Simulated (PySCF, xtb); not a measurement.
SeCl4, SMILES Cl[Se](Cl)(Cl)Cl.

The structure is a stationary point at PBE-D3(BJ)/def2-SVP. The isomer is the one that the SMILES or the coordinates give; other isomers of the formula were not compared.

These are PySCF with IEF-PCM-PBE0/def2-SVP values and carry that method's errors.

The values are the electrostatic part of the solvation free energy, E(continuum) − E(gas) at the gas-phase geometry, in a cavity of scaled van der Waals radii (PySCF's table); cavitation and dispersion terms are not included. In vacuum the orbital gap is 3.89 eV. The dipole moment in vacuum is 0.21 D.

Question: Estimate the values in water (ε = 78.36), acetone (ε = 20.49), ethylethanoate (ε = 5.99). (Estimate from the structure and the level; the computed values follow.)

Answer: 
| solvent | ε | ΔG(elec) (kcal/mol) | dipole (D) | gap (eV) |
|---|---|---|---|---|
| water | 78.36 | -4.5 | 0.20 | 4.08 |
| acetone | 20.49 | -4.2 | 0.21 | 4.07 |
| ethylethanoate | 5.99 | -3.4 | 0.23 | 4.04 |

For comparison, GFN2-xTB/ALPB(water) (xtb, at the GFN2-xTB geometry, all terms of that model) gives -1.7 kcal/mol.
